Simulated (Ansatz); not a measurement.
Reaction (formal exchange of groups at the Si–C bond): `OC(F)[SiH2]Br` + `CC` → `CC[SiH2]Br` + `OCF`

Program: Ansatz. Geometries: PBE0-D4/def2-TZVP. ΔE: electronic, gas phase. CBS: MP2 limit from def2 TZ/QZ plus the TZ coupled-cluster correction, frozen cores. This one scheme is used for every species. DFT in def2-TZVPP. B3LYP here is the variant with VWN-RPA as its local correlation; programs differ in this. For Br outer-core shells are correlated without core-valence functions, which leaves a few kJ/mol of doubt a bond. Scalar relativity is left out up to krypton. Each species was taken in one conformer, which may not be the lowest.

`OC(F)[SiH2]Br`:

Cartesian coordinates in Å:
```
O 0.617 -0.516 1.424
C -0.313 -0.554 0.416
F -1.595 -0.325 0.930
Si 0.040 0.850 -0.826
Br 1.899 0.356 -1.927
H 0.564 -1.320 1.951
H -0.364 -1.539 -0.067
H -1.072 0.922 -1.799
H 0.223 2.125 -0.100
```

`CC`:

Z-matrix (Å, degrees):
```
C
C 1 1.519
H 1 1.093 2 111.4
H 1 1.093 2 111.4 3 120.0
H 1 1.093 2 111.4 3 -120.0
H 2 1.093 1 111.4 3 180.0
H 2 1.093 1 111.4 3 -60.0
H 2 1.093 1 111.4 3 60.0
```

`CC[SiH2]Br`:

Cartesian coordinates in Å:
```
C -0.738 1.276 0.046
C -0.062 0.115 -0.681
Si 0.654 -1.137 0.502
Br 1.622 -2.795 -0.631
H -1.151 1.998 -0.662
H -0.035 1.813 0.688
H -1.560 0.930 0.678
H -0.770 -0.402 -1.336
H 0.746 0.475 -1.325
H 1.695 -0.529 1.369
H -0.401 -1.742 1.353
```

`OCF`:

```xyz
6

O    -0.584   -0.395    0.821
C     0.305   -0.038   -0.158
F     0.544    1.322   -0.141
H    -1.459   -0.069    0.590
H    -0.054   -0.274   -1.167
H     1.247   -0.545    0.056
```

```tsv
level	ΔE (kJ/mol)
PBE-D4	-21.9
PBE0-D4	-26.7
ωB97X-V	-24.5
r2SCAN	-23.8
PBE0	-26.5
B3LYP	-21.7
MP2/def2-QZVPP	-31.0
HF/CBS(def2)	-30.0
```

What does CCSD(T)/CBS give? (Best estimate.)

Ansatz gave: -27.4 kJ/mol. The listed levels differ from it by 5.5, 0.7, 2.9, 3.6, 0.9, 5.7, -3.6, -2.6 kJ/mol.

Largest T1 diagnostic among the species: 0.011.

From PBE to PBE0 (25 % exact exchange), in def2-TZVPP and without D4, ΔE moves by −4.8 kJ/mol.
